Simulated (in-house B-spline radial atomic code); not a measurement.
A radial electron density 4πr²n(r) was computed for an atom or ion in its tabulated ground configuration with an all-electron radial atomic-structure program (B-spline basis); method: Dirac-Kohn-Sham PBE, spherical fractional occupations. Columns: r (bohr), 4πr²n(r) (electrons per bohr), bar.

```
 0.00129    1.436 #
 0.00153    1.946 #
 0.00181    2.613 ##
 0.00215    3.519 ##
 0.00255    4.701 ###
 0.00302    6.225 ####
 0.00358    8.194 #####
 0.00424    10.68 #######
 0.00503     13.8 #########
 0.00596    17.58 ############
 0.00706    22.07 ###############
 0.00837    27.25 ##################
 0.00992    32.96 ######################
  0.0118    39.05 ##########################
  0.0139    44.62 #############################
  0.0165    49.69 #################################
  0.0196    53.34 ###################################
  0.0232    54.96 ####################################
  0.0275    54.42 ####################################
  0.0326    52.07 ##################################
  0.0386    49.02 ################################
  0.0458    46.92 ###############################
  0.0543    47.54 ###############################
  0.0644     51.7 ##################################
  0.0763    58.36 #######################################
  0.0904     64.6 ###########################################
   0.107    66.61 ############################################
   0.127    61.95 #########################################
   0.151    51.58 ##################################
   0.178    41.12 ###########################
   0.212    35.12 #######################
   0.251     36.1 ########################
   0.297    39.84 ##########################
   0.352    39.93 ##########################
   0.418    32.83 ######################
   0.495    21.31 ##############
   0.587    10.49 #######
   0.695    3.842 ###
   0.824   0.9864 #
   0.977    0.169 
    1.16  0.01772 
    1.37 0.001179
```

(1) Which atom or ion is it?
A. Mo20+
B. Tc20+
C. Ru20+
D. Tc19+

Results:

(1) B. The area under the curve, ∫4πr²n dr = ∫r·4πr²n d(ln r) on this logarithmic grid, is 23 electrons, which only this option has. The configuration is [Ar] 3d5.
